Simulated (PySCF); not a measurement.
FeO₄, SMILES [O]=[Fe]1([O][O]1)=[O], multiplicity 1. Geometry optimised at TPSSh-D3(BJ)/def2-SVP. The spin state was assumed, not searched.

Calculation: TPSSh-D3(BJ)/def2-SVP run with PySCF.

Harmonic wavenumbers (cm⁻¹): 257, 268, 332, 333, 594, 609, 1021, 1042, 1086. Rotational constants (GHz): 6.962, 4.515, 3.275; symmetry number 2.

**Question.** Work out the zero-point energy and the ideal-gas rigid-rotor harmonic-oscillator thermochemistry at 298.15 K and 1 atm.

**Answer.** ZPE = ½ Σ hcν = ½ × 5542 cm⁻¹ = 7.92 kcal/mol. H − E(el) = 11.62 kcal/mol. Entropy in cal/(mol K): translation 40.26, rotation 24.17, vibration 6.91, total 71.34. G − E(el) = -9.65 kcal/mol. Cp = 17.69 cal/(mol K).
